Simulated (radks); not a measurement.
Values are calculated unless marked as measured or tabulated.
The mean radii <r> (bohr) of the occupied orbitals of an atom or ion are listed with their occupations. Code: a radial shooting solver on a logarithmic mesh with Libxc functionals. Model: Dirac Kohn-Sham, BLYP, spin-unpolarised, spherical densities, point nucleus.

| orbital | occ. | <r> |
|---|---|---|
| 1s1/2 | 2 | 0.02037 |
| 2s1/2 | 2 | 0.08588 |
| 2p1/2 | 2 | 0.07146 |
| 2p3/2 | 4 | 0.07874 |
| 3s1/2 | 2 | 0.2249 |
| 3p1/2 | 2 | 0.2146 |
| 3p3/2 | 4 | 0.2283 |
| 3d3/2 | 4 | 0.2012 |
| 3d5/2 | 6 | 0.2055 |
| 4s1/2 | 2 | 0.5080 |
| 4p1/2 | 2 | 0.5171 |
| 4p3/2 | 4 | 0.5487 |
| 4d3/2 | 4 | 0.5775 |
| 4d5/2 | 6 | 0.5887 |
| 5s1/2 | 2 | 1.253 |
| 5p1/2 | 2 | 1.413 |
| 5p3/2 | 4 | 1.523 |
| 4f5/2 | 5.14286 | 0.8116 |
| 4f7/2 | 6.85714 | 0.8313 |

Name the element and its charge. Open shells, if any, are shared by 2j + 1.

Answer. Z = 68, erbium, charge +2: Er2+ in [Xe] 4f12. The 1s radius gives Z: for a bare nucleus <r> = (2 gamma + 1)/(2Z) with gamma = sqrt(1 - (Z/c)^2), 0.02012 bohr for Z = 68, and screening makes it slightly larger (0.02037 here). The occupations add up to 66, and the charge is Z minus that.
